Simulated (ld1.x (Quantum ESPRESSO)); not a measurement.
**Varying the TM potential for Ge (Z = 32)**

Base potential:

* Element: Ge
* Generator: ld1.x (Quantum ESPRESSO) 7.5
* Type: norm-conserving Troullier–Martins (Kleinman–Bylander form)
* Functional: PBE
* Relativity: scalar-relativistic
* Frozen core: [Ar] 3d10
* Valence charge: 4
* Reference configuration: 4s2 4p2
* Partial waves: 4s (bound): rc 1.75 bohr; 4p (bound): rc 2.35 bohr; 4d channel at 0.2 Ry: rc 2.25 bohr
* Local potential: all-electron potential smoothed inside 2.00 bohr (lloc = -1)
* Core correction: none

All-electron outer shells of the reference configuration (PBE, scalar-relativistic, ld1.x):

| shell | level (eV) | outermost node (bohr) | outermost maximum (bohr) |
| --- | --- | --- | --- |
| 3p | -115.62 | 0.23 | 0.54 |
| 3d | -29.31 | – | 0.50 |
| 4s | -11.73 | 0.77 | 1.75 |
| 4p | -3.90 | 0.82 | 2.22 |

Cutoffs, loose and tight: the cutoffs (Ry, on a coarse ladder) from which the occupation-weighted sum of valence levels, in a spherical-Bessel basis at the reference potential, stays within 10 and 1 mRy of its value at 400 Ry. They do not see the model core or the augmentation charge, which bear on the density cutoff. Test errors are all-electron minus pseudo excitation energies from the reference, over the configurations 4s2 4p1; 4s2 4p0; 4s1 4p0; 4s1 4p2; 4s2 4p1.5; 4s1 4p3; 4s2 4p2.3. A dash means not determined; rows that change the core or the reference have their own tests.

```csv
change,outcome,"cutoff, loose","cutoff, tight",bound ghosts,largest test error (meV)
base,generated,18 Ry,40 Ry,none,+77
wave 4d channel at 0.2 Ry: rc 2.25 bohr becomes 4d channel at -0.18 Ry: rc 2.25 bohr,generated,18 Ry,40 Ry,none,+77
"type ultrasoft; waves now 4s (bound): rcut 1.50, rcutus 1.75 bohr; 4s channel at -0.35 Ry: rcut 1.50, rcutus 1.75 bohr; 4p (bound): rcut 2.05, rcutus 2.35 bohr; 4p channel at 2.6 Ry: rcut 2.05, rcutus 2.35 bohr; 4d channel at 0.2 Ry: rcut 1.95, rcutus 2.25 bohr; 4d channel at 2.2 Ry: rcut 1.95, rcutus 2.25 bohr; local potential all-electron potential smoothed inside 1.55 bohr (lloc = -1); augmentation PSQ, radius 1.30 bohr",generated,10 Ry,15 Ry,none,+42
wave 4d channel at 0.2 Ry: rc 2.25 bohr becomes 4d channel at 0.2 Ry: rc 2.86 bohr,generated,18 Ry,40 Ry,none,+77
wave 4p (bound): rc 2.35 bohr becomes 4p (bound): rc 1.58 bohr,generated,30 Ry,45 Ry,none,+81
local potential all-electron potential smoothed inside 2.40 bohr (lloc = -1),generated,18 Ry,40 Ry,none,+65
local potential the s channel,generated,25 Ry,40 Ry,none,+71
core correction a·sin(br)/r model core inside 2.00 bohr,generated,18 Ry,40 Ry,none,-237
```

What comes out with this change to the base: wave 4s (bound): rc 1.75 bohr becomes 4s (bound): rc 1.26 bohr?

outcome: generated; cutoff, loose: 50 Ry; cutoff, tight: 140 Ry; bound ghosts: none; largest test error (meV): +90.

What comes out with this change to the base: all radii scaled by about 0.93 (s 1.62, p 2.18, d 2.08 bohr); local potential all-electron potential smoothed inside 1.86 bohr (lloc = -1)?

outcome: generated; cutoff, loose: 18 Ry; cutoff, tight: 40 Ry; bound ghosts: none; largest test error (meV): +87.

What comes out with this change to the base: functional BLYP?

outcome: generated; cutoff, loose: 18 Ry; cutoff, tight: 40 Ry; bound ghosts: none; largest test error (meV): +352.
